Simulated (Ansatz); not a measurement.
`O=CC(F)[SiH2]Cl` → 2 C• + Cl• + F• + 4 H• + O• + Si•  (atomization)

Calculated with Ansatz (gas phase, PBE0-D4/def2-TZVP geometries, no zero-point term in ΔE). CBS: MP2 limit from def2 TZ/QZ plus the TZ coupled-cluster correction, frozen cores. This one scheme is used for every species, atoms too. DFT in def2-TZVPP. No spin–orbit coupling; open shells (•) take unrestricted orbitals. Spin–orbit coupling would lower the free atoms: a little for C, Cl, F, O, Si. One conformer a species, not always the lowest.

```tsv
level	ΔE (kJ/mol)
ωB97X-V	3797.0
CCSD/CBS(def2)	3704.3
```

(1) What does CCSD(T)/CBS give? (Estimate.)

(2) What do rigid-rotor, harmonic-oscillator terms from PBE0-D4/def2-TZVP frequencies (298.15 K, 1 bar) make of the CCSD(T)/CBS value? (An estimate is asked.)

Largest T1 diagnostic among the species: 0.013.

## Answers

(1) The calculation gave: +3775.5 kJ/mol. The listed levels differ from it by 21.5, -71.2 kJ/mol.

(2) The calculation gave: ΔZPE = -150.9 kJ/mol, ΔH = +3664.2 kJ/mol, ΔS = 1064 J/(mol·K), ΔG = +3346.9 kJ/mol. Open shells count their whole term as degenerate. Modes under 50 cm⁻¹ make the entropy rough.

The D4 term adds +37.8 kJ/mol with B3LYP and +19.9 kJ/mol with PBE0; it sums over pairs of atoms, weighted by their polarisabilities, and B3LYP, whose exchange is more repulsive, gets the larger term. Leaving LDA and LC-ωPBE aside and taking each functional with its dispersion term where it has one, the values, not all of them listed here, spread over 266.5 kJ/mol, from BHLYP-D4 to PBE-D4. LDA lies +536.6 kJ/mol from PBE without D4, its usual overbinding. In def2-TZVPP, CCSD(T) changes the Hartree–Fock value by +984.2 kJ/mol (the triples alone add +71.2 kJ/mol) and MP2 by +1092.1 kJ/mol; breaking electron pairs costs correlation energy, which Hartree–Fock lacks.

B3LYP here is the variant with VWN-RPA as its local correlation; programs differ in this.

For atomizations the MP2-based limit and the directly extrapolated one differ by several kJ/mol either way, and by 10 to 25 for some Ge, Se and Sn compounds, so smaller differences from it don't rank the levels.
